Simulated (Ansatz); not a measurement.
Cost and result for the atomization energy of `NB(F)F` (6 atoms, 5 bonds).

```xyz
6

N     0.409    0.536    0.320
B    -0.353   -0.464   -0.277
F    -0.765   -0.357   -1.537
F    -0.696   -1.561    0.392
H     0.728    0.475    1.269
H     0.677    1.371   -0.168
```

Total charge 0; spin multiplicity 1. The geometry is a stationary point of PBE0-D4/def2-TZVP. It is one conformer, not always the lowest. Program: Ansatz. All runs use 2 threads of a server CPU on a shared host. Times are those of one run each, without the atoms' runs, and a repeat can differ threefold. Electronic energies, without spin–orbit coupling; frozen cores. CCSD(T)/CBS adds CCSD(T) − MP2 in def2-TZVPP to the MP2 limit, and its time is that of the two runs behind it. T1 = 0.011. B3LYP takes the VWN-RPA correlation (the form of Gaussian; ORCA's B3LYP/G).

CCSD(T)/CBS is a level of theory with its own doubt, some kJ/mol a heavy atom from the limit and from the frozen cores, so smaller differences don't rank the functionals.

| level | functions | wall time |
| --- | --- | --- |
| LDA (SPW92)/def2-TZVPP | 152 | 1.1 s |
| revPBE-D4/def2-TZVPP | 152 | 1.4 s |
| CCSD(T)/def2-SVP | 66 | 1.6 s |
| BLYP-D4/def2-TZVPP | 152 | 1.7 s |
| PBE-D4/def2-TZVPP (with forces) | 152 | 2.2 s |
| r2SCANh-D4/def2-TZVPP | 152 | 2.5 s |
| B3LYP-D4/def2-TZVPP (with forces) | 152 | 3 s |
| CAM-B3LYP-D4/def2-TZVPP | 152 | 3 s |
| r2SCAN-D4/def2-TZVPP (with forces) | 152 | 3.5 s |
| ωB97M-V/def2-TZVPP (with forces) | 152 | 5.5 s |
| MP2/def2-QZVPP | 288 | 12 s |
| CCSD(T)/def2-TZVPP | 152 | 20 s |
| CCSD(T)/CBS(def2) | – | 32 s |

Problem. What atomization energy does each give, and how far from CCSD(T)/CBS? (An estimate is asked.)

Solution. Computed: 
| level | atomization (kcal/mol) | difference from CCSD(T)/CBS | per bond |
| --- | --- | --- | --- |
| LDA (SPW92)/def2-TZVPP | 719.0 | 99.7 | 19.9 |
| revPBE-D4/def2-TZVPP | 616.5 | -2.8 | -0.6 |
| CCSD(T)/def2-SVP | 587.7 | -31.6 | -6.3 |
| BLYP-D4/def2-TZVPP | 625.6 | 6.3 | 1.3 |
| PBE-D4/def2-TZVPP (with forces) | 637.3 | 18.0 | 3.6 |
| r2SCANh-D4/def2-TZVPP | 616.3 | -3.0 | -0.6 |
| B3LYP-D4/def2-TZVPP (with forces) | 621.7 | 2.4 | 0.5 |
| CAM-B3LYP-D4/def2-TZVPP | 627.9 | 8.6 | 1.7 |
| r2SCAN-D4/def2-TZVPP (with forces) | 622.0 | 2.7 | 0.5 |
| ωB97M-V/def2-TZVPP (with forces) | 623.8 | 4.5 | 0.9 |
| MP2/def2-QZVPP | 634.7 | 15.4 | 3.1 |
| CCSD(T)/def2-TZVPP | 602.5 | -16.8 | -3.4 |
| CCSD(T)/CBS(def2) | 619.3 | 0.0 | 0.0 |

From BLYP to BHLYP (50 % exact exchange), in def2-TZVPP and without D4, the atomization energy moves by −25.5 kcal/mol: exact exchange takes away binding that semilocal exchange gives to molecules. In def2-TZVPP, CCSD(T) changes the Hartree–Fock value by +145.9 kcal/mol (the triples alone add +9.3 kcal/mol) and MP2 by +168.1 kcal/mol; breaking electron pairs costs correlation energy, which Hartree–Fock lacks. At CCSD(T), def2-SVP lies −31.6 kcal/mol from the extrapolated value and def2-TZVPP −16.9 kcal/mol: correlation converges slowly with the basis, and small sets miss more of it in the bonded molecule than in its fragments.
